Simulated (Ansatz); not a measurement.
Consider the ligand exchange at the In–O bond: `[OH][In]([OH])[SH]` + silanol → `[OH][In]([SH])[O][SiH3]` + H₂O.

Computed with Ansatz on PBE0-D4/def2-TZVP structures; ΔE is electronic, products minus reactants. CBS: MP2 limit from def2 TZ/QZ plus the TZ coupled-cluster correction, frozen cores. This one scheme is used for every species. Functionals use def2-TZVPP. B3LYP here is the variant with VWN-RPA as its local correlation; programs differ in this. HSE06 is defined as in plane-wave codes. Elements past krypton have def2 core potentials. For In outer-core shells are correlated without core-valence functions, which leaves a few kJ/mol of doubt a bond. Each species was taken in one conformer, which may not be the lowest.

```csv
level,ΔE (kcal/mol),difference from CCSD(T)/CBS
LDA (SPW92),-3.3,2.6
PBE-D4,-3.5,2.4
revPBE-D4,-3.5,2.4
BLYP-D4,-3.6,2.3
r2SCAN-D4,-4.0,1.9
B97M-V,-4.7,1.2
PBE0-D4,-4.5,1.4
r2SCAN0-D4,-4.7,1.2
BHLYP-D4,-5.7,0.2
CAM-B3LYP-D4,-4.3,1.6
ωB97X-V,-4.2,1.7
ωB97M-V,-4.3,1.6
B2PLYP,-3.7,2.2
PBE-QIDH,-4.8,1.1
PBE,-2.4,3.5
revPBE,-1.9,4.0
BLYP,-1.6,4.3
r2SCAN,-3.7,2.2
PBE0,-3.5,2.4
B3LYP,-2.7,3.2
r2SCANh,-4.0,1.9
r2SCAN0,-4.3,1.6
HSE06,-3.5,2.4
BHLYP,-3.8,2.1
CAM-B3LYP,-3.1,2.8
LC-ωPBE,-3.5,2.4
RPA@PBE/def2-TZVPP,-5.0,0.9
HF/def2-SVP,-6.0,-0.1
MP2/def2-SVP,-6.2,-0.3
CCSD/def2-SVP,-6.3,-0.4
CCSD(T)/def2-SVP,-6.4,-0.5
HF/def2-TZVPP,-4.6,1.3
MP2/def2-TZVPP,-5.3,0.6
SCS-MP2/def2-TZVPP,-5.0,0.9
HF/def2-QZVPP,-4.9,1.0
MP2/def2-QZVPP,-5.7,0.2
SCS-MP2/def2-QZVPP,-5.4,0.5
HF/CBS(def2),-4.9,1.0
MP2/CBS(def2),-5.9,0.0
CCSD/CBS(def2),-5.7,0.2
CCSD(T)/CBS,-5.9,0
```

(1) What do rigid-rotor, harmonic-oscillator terms from PBE0-D4/def2-TZVP frequencies (298.15 K, 1 bar) make of the CCSD(T)/CBS value? (Best estimate.)

Largest T1 diagnostic among the species: 0.016.

## Answers

(1) Computed: ΔZPE = -0.5 kcal/mol, ΔH = -5.6 kcal/mol, ΔS = -7 J/(mol·K), ΔG = -5.1 kcal/mol.

From BLYP to BHLYP (50 % exact exchange), in def2-TZVPP and without D4, ΔE moves by −2.2 kcal/mol. In def2-TZVPP, CCSD(T) changes the Hartree–Fock value by −0.8 kcal/mol (the triples alone add −0.1 kcal/mol) and MP2 by −0.7 kcal/mol. The D4 term adds −1.8 kcal/mol with B3LYP and −1.0 kcal/mol with PBE0; it sums over pairs of atoms, weighted by their polarisabilities, and B3LYP, whose exchange is more repulsive, gets the larger term.
